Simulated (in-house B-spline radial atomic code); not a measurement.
RPA and G0W0 on SCAN: Se⁵⁺

Configuration [Ar] 3d10 4s1, highest spin, mean-field start SCAN. Computed with an all-electron radial atomic-structure program (B-spline basis): all electrons, scalar-relativistic (spin-free one-electron X2C), finite nucleus, each spin shell either full or empty, empty states to l = 9 with an (l + 1/2)⁻⁴ tail; G0W0 by contour deformation at full frequency.

Command:
```bash
python run_gw.py task.json out
```
Settings (radii: box in bohr, nucleus in fm):
```
Z                        34
electrons                29
configuration            [Ar] 3d10 4s1
hamiltonian              x2c
method                   scan,scan
lmax                     9
rms_radius               4.14
spin_polarised           True
box_radius               10.43
intervals                67
ion_configuration        [Ar] 3d10
```

Cost of the run: 5.6 s on 1 thread of Intel(R) Xeon(R) Platinum 8259CL CPU @ 2.50GHz (Skylake/Cascade Lake), on a shared host.

Energies (hartree):

```csv
term,value
mean-field total,-2423.71139
Hartree-Fock functional on these orbitals,-2421.96324
direct second order,-2.4916
second-order exchange,0.73276
SOSEX correction,0.67717
```

(1) What is the RPA correlation energy, and what remains with SOSEX?

Quasi-particle levels (eV):

| level | occupied | mean field | Σx - vxc | Σc | QP weight | G0W0 |
| --- | --- | --- | --- | --- | --- | --- |
| 4s up | yes | -76.94 | -4.10 | ? | ? | ? |
| 3d down | yes | -122.46 | -16.95 | 3.02 | 0.946 | -136.39 |
| 3d up | yes | -122.83 | -16.78 | 2.97 | 0.945 | -136.64 |
| 4s down | no | -72.76 | 7.70 | -2.61 | 0.959 | -67.68 |

G0W0 = mean field + (Σx - vxc) + Σc, with Σc (partial-wave tail included) taken at the quasi-particle energy. Only the outer levels were computed. Levels of low weight are left out.

(2) Where does G0W0 put 4s up?

(3) What does it cost to remove one electron (to [Ar] 3d10) by differences of total energies, each species on its own start (correlation terms add to the Hartree-Fock functional)?

## Answers

(1) RPA gives -2.182 hartree (-2.05 eV per electron); RPA + SOSEX gives -1.5048, and the second-order doubles -1.7589 hartree (no singles). RPA lacks exchange-type terms and so overcorrelates at short range.

(2) At -82.88 eV, with Σc = -1.84 eV and a quasi-particle weight of 0.974. The tabulated removal energy is 81.83 ± 0.03 eV (NIST, measured); the calculation leaves out spin-orbit coupling, Breit and QED terms, and what these don't explain is the method's own error.

(3) SCAN 82.66 eV, Hartree-Fock functional 80.64 eV, + RPA 82.52 eV, + RPA + SOSEX 81.75 eV, + second order 82.24 eV. Tabulated: 81.83 ± 0.03 eV (NIST, measured); the calculation leaves out spin-orbit coupling, Breit and QED terms, and what these don't explain is the method's own error.
